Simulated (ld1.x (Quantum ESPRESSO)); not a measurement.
**Before and after: TM potential for Sn (Z = 50)**

```json
{
  "Element": "Sn (Z = 50)",
  "Generator": "ld1.x (Quantum ESPRESSO) 7.5",
  "Type": "norm-conserving Troullier–Martins (Kleinman–Bylander form)",
  "Functional": "BP86",
  "Relativity": "scalar-relativistic",
  "Frozen core": "[Kr] 4d10",
  "Valence charge": "4",
  "Reference configuration": "5s2 5p1.75 (charge +0.25)",
  "Partial waves": "5p (bound): rc 2.60 bohr; 5d channel at -0.1 Ry: rc 2.20 bohr; 5s (bound): rc 1.50 bohr",
  "Local potential": "the s channel",
  "Core correction": "Bessel-smoothed model core inside 1.55 bohr"
}
```

Change: wave 5p (bound): rc 2.60 bohr becomes 5p (bound): rc 3.76 bohr.

Cutoffs: the cutoffs (Ry, on a coarse ladder) from which the occupation-weighted sum of valence levels, in a spherical-Bessel basis at the reference potential, stays within 10 and 1 mRy of its value at 400 Ry; they do not see the model core or the augmentation charge, which bear on the density cutoff. Errors are all-electron minus pseudo energies relative to the spin-unpolarised reference configuration.

Problem. What does the change do?

Solution. The potential gets neither clearly harder nor softer (35 Ry and 110 Ry → 35 Ry and 120 Ry); the bound ghosts move from d to d, p; of the 7 tests that both files solve, the error grows in 4 and shrinks in 2 by more than 15 % and 0.3 meV (median size 18.7 → 8.9 meV).

```tsv
quantity	base	changed
cutoff, loose	35 Ry	35 Ry
cutoff, tight	110 Ry	120 Ry
loose cutoff by channel (10 mRy a level)	p 8 Ry, s 35 Ry	p 6 Ry, s 35 Ry
bound ghosts	d	p, d
error for 5s2 5p2, meV [ΔE -1.15 eV]	+0.1	0.0
error for 5s2 5p1, meV [ΔE 5.88 eV]	-5.5	-8.9
error for 5s2 5p0, meV [ΔE 20.01 eV]	-50	-91
error for 5s1 5p2, meV [ΔE 13.56 eV]	-37	-20
error for 5s1 5p0, meV [ΔE 51.18 eV]	-304	-418
error for 5s1 5p3, meV [ΔE 5.85 eV]	-19	-2.4
error for 5s2 5p1.5, meV [ΔE 1.54 eV]	-0.6	-0.9
```

 A true bound ghost makes a file unfit for plane-wave use even where its test errors are small: the radial tests pick states by their node count and pass the ghost by.
